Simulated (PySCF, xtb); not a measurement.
CH9FOSi3, SMILES C[SiH2][SiH2]O[SiH2]F.

GFN2-xTB in xtb 6.7.1 at its own geometry gives an orbital gap of 4.26 eV and a dipole moment of 1.33 D.

Coordinates come from a r2SCAN-D4/def2-SVP optimisation. This is a generated structure with no PubChem entry under its InChIKey; it may be hypothetical. The values are those of a single conformer.

**Question.** What does PySCF with B3LYP/def2-TZVP give? (Estimate from the structure and the level; the computed values follow.)

**Answer.** gap 6.98 eV (levels -7.60 and -0.63 eV), dipole 0.86 D.
